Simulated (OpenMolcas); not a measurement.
Ni4+ (d6) among equal point charges was computed by CASSCF with the d shell active (OpenMolcas, ANO-RCC-VDZP on the metal). Its lowest spin-free states, and all those of the highest spin:

```csv
2S+1,Degeneracy,E (cm-1)
5,2,0.0
5,3,881.7
3,3,29039
3,2,29210
3,3,29727
3,3,29916
3,3,32751
3,1,33589
3,3,33834
3,3,34251
3,1,36703
3,3,36985
```

Q: Is the site octahedral, tetrahedral or cube-like, axial, or of lower symmetry?

A: The states with 2S+1 = 5 have orbital degeneracies 2, 3. Threefold states need a cubic site. For d6 at this spin an octahedron puts the threefold T2 below the twofold E and a tetrahedron or cube puts the twofold E below the threefold T2, so the site is a tetrahedron or a cube, which this pattern cannot tell apart. The first gap at this spin, 882 cm-1, is |10Dq| in ligand-field theory. The run had Ni4+ among 4 point charges of -1.5 e arranged as a tetrahedron (Td), 1.92 Å from the ion.

An orbital doublet at a regular site is open to a Jahn-Teller distortion, which this geometry leaves out. Without dynamic correlation the repulsion within the d shell is too large (B by tens of per cent), so at a given field states of lower spin stand too high. The ground term spreads over less than 5000 cm-1, several times less than with real ligands, so orbital moments are less quenched and χT lies further from the spin-only value than at real sites. Point charges carry no covalency, so the field is a model and not that of real ligands. No measured value stands beside these numbers.
